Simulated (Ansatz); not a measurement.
The same path of BClH3N + BrH (8 atoms, charge 0, multiplicity 1) was run twice with different band settings. Lost on the way: Br7–H8. Made: B1–Br7, N2–H8.

Method: RKS PBE-D4/def2-SVP (Ansatz).

Relaxed end points:

```xyz
8
Properties=species:S:1:pos:R:3
B -0.015 0.363 0.179
N 0.027 0.155 1.571
H -0.825 0.022 2.119
H 0.862 0.342 2.133
Cl 1.468 0.786 -0.687
H -1.052 0.233 -0.431
Br 0.529 -3.312 1.441
H 0.331 -1.869 1.455
```

```xyz
8
Properties=species:S:1:pos:R:3
B 0.043 -0.512 0.198
N 0.169 -0.152 1.779
H -0.667 -0.471 2.293
H 0.290 0.864 1.919
Cl 1.596 0.125 -0.557
H -0.964 0.028 -0.223
Br -0.132 -2.528 0.194
H 0.991 -0.635 2.179
```

Common settings: movable images 7; climbing image yes; spring 5.0 eV/Å²; start path through a guess of the saddle point; force threshold 0.03 eV/Å; iteration limit 60; end points relaxed.

| run | optimiser |
| --- | --- |
| 1 | quadratic models (default) |
| 2 | lbfgs |

(1) What does each run give, and how far can it be trusted?

Answers

(1) Run 1: converged after 11 iterations, highest image 0.498 eV above the first end. A vibrational analysis at the climbing image gives one clearly imaginary mode, 837i cm⁻¹: a first-order saddle point.
Run 2: converged after 52 iterations, highest image 0.498 eV above the first end. Another band between the same ends (7 images) ends at a top of the same energy, where a vibrational analysis finds 1 clearly imaginary mode.
The orbitals stay closed-shell, which can raise the energy where a bond breaks towards radicals; this wasn't checked here.
